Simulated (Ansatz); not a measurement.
Molecule: CH$_{3}$Zn, charge 1, multiplicity 1. 
Geometry from a B3LYP-D3(BJ)/def2-TZVP (Ansatz, a first-principles code) optimisation:
```
C
H 1 1.0864
H 1 1.0864 2 114.63
H 1 1.0864 2 114.63 3 -135.60
Zn 1 2.0125 2 103.63 3 112.20
```
Charge +1, spin multiplicity 1.

Wanted: vertical ionisation energy (to the doublet state of charge +2; each state is the SCF solution reached for its spin; the molecule has degenerate orbitals, so one determinant may break the symmetry; for the singlet the Hartree-Fock reference is unstable and T1 is 0.016), in eV. Valence correlation only, unless marked. Open shells are spin-unrestricted. No spin-orbit coupling. The frozen core is the preceding noble-gas configuration, with the filled d and f shells of earlier blocks. Non-relativistic. CBS(X,Y): correlation extrapolated as X^-3; Hartree-Fock from the larger set. The bracket is a focal-point correction in the basis named.

| level | program | vertical ionisation energy (eV) |
|---|---|---|
| SVWN5/def2-TZVPD | Ansatz | 17.93 |
| B3LYP/def2-TZVPD | Ansatz | 17.45 |
| PBE0/def2-TZVPD | Ansatz | … |
| BHLYP/def2-TZVPD | Ansatz | … |
| wB97X-V/def2-TZVPD | Ansatz | 17.02 |
| SCS-MP2/def2-TZVPPD | Ansatz | 16.95 |
| RI-MP2/CBS(def2-TZVPPD,def2-QZVPPD)+[CCSD(T)-MP2]/def2-TZVPPD | Ansatz | 17.21 |

Problem. What belongs in the gaps?

Solution. 
- PBE0/def2-TZVPD, vertical ionisation energy (eV): 17.18
- BHLYP/def2-TZVPD, vertical ionisation energy (eV): 16.88
